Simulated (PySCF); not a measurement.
BrCs, triplet, at the geometry of the source list (a higher spin typed on purpose: for a closed-shell molecule this is an excited state) (core potentials on Cs); PySCF with HF/def2-SV(P).

The PySCF input:
```python
from pyscf import gto, scf

mol = gto.M(
    atom='''
Cs   -1.02520000   -0.71830000   -0.87230000
Br    1.02520000    0.71830000    0.87230000
''',
    basis='def2-sv(p)',
    ecp={'Cs': 'def2-sv(p)'},
    spin=2,
    verbose=4,
)

mf = scf.UHF(mol)
mf.kernel()
```

Output, abridged:

```
PySCF version 2.14.0

[INPUT] verbose = 4
[INPUT] num. atoms = 2
[INPUT] num. electrons = 44
[INPUT] charge = 0
[INPUT] spin (= nelec alpha-beta = 2S) = 2
[INPUT] symmetry False subgroup None
[INPUT] Mole.unit = angstrom
[INPUT] Symbol           X                Y                Z      unit          X                Y                Z       unit  Magmom
[INPUT]  1 Cs    -1.025200000000  -0.718300000000  -0.872300000000 AA   -1.937347222904  -1.357390275275  -1.648408098458 Bohr   0.0
[INPUT]  2 Br     1.025200000000   0.718300000000   0.872300000000 AA    1.937347222904   1.357390275275   1.648408098458 Bohr   0.0

nuclear repulsion = 54.6260490401001
number of shells = 22
number of NR pGTOs = 109
number of NR cGTOs = 56
basis = def2-sv(p)
ecp = {'Cs': 'def2-sv(p)'}

******** <class 'pyscf.scf.uhf.UHF'> ********
method = UHF
initial guess = minao
damping factor = 0
level_shift factor = 0
DIIS = <class 'pyscf.scf.diis.CDIIS'>
diis_start_cycle = 1
diis_space = 8
diis_damp = 0
SCF conv_tol = 1e-09
SCF conv_tol_grad = None
SCF max_cycles = 50
direct_scf = True
direct_scf_tol = 1e-13
number electrons alpha = 23  beta = 21
Set gradient conv threshold to 3.16228e-05
init E= -2587.39179088262

cycle= 1 E= -2591.88955479304  delta_E= -4.5  |g|= 0.233  |ddm|= 1.64
cycle= 2 E= -2591.9085142207  delta_E= -0.019  |g|= 0.0424  |ddm|= 0.435
cycle= 3 E= -2591.91004285592  delta_E= -0.00153  |g|= 0.015  |ddm|= 0.122
cycle= 4 E= -2591.9102697556  delta_E= -0.000227  |g|= 0.00516  |ddm|= 0.0651
cycle= 5 E= -2591.9103256602  delta_E= -5.59e-05  |g|= 0.00133  |ddm|= 0.0471
cycle= 6 E= -2591.91033441399  delta_E= -8.75e-06  |g|= 0.000638  |ddm|= 0.0171
cycle= 7 E= -2591.91033926059  delta_E= -4.85e-06  |g|= 0.00032  |ddm|= 0.0145
cycle= 8 E= -2591.91034072741  delta_E= -1.47e-06  |g|= 0.000137  |ddm|= 0.00717
cycle= 9 E= -2591.91034099427  delta_E= -2.67e-07  |g|= 4.32e-05  |ddm|= 0.00273
cycle= 10 E= -2591.91034101478  delta_E= -2.05e-08  |g|= 1.13e-05  |ddm|= 0.00113
cycle= 11 E= -2591.91034101577  delta_E= -9.9e-10  |g|= 2.93e-06  |ddm|= 0.000382
Extra cycle  E= -2591.9103410158  delta_E= -3e-11  |g|= 1.56e-06  |ddm|= 4.5e-05
converged SCF energy = -2591.9103410158  <S^2> = 2.0066284  2S+1 = 3.0044157
```
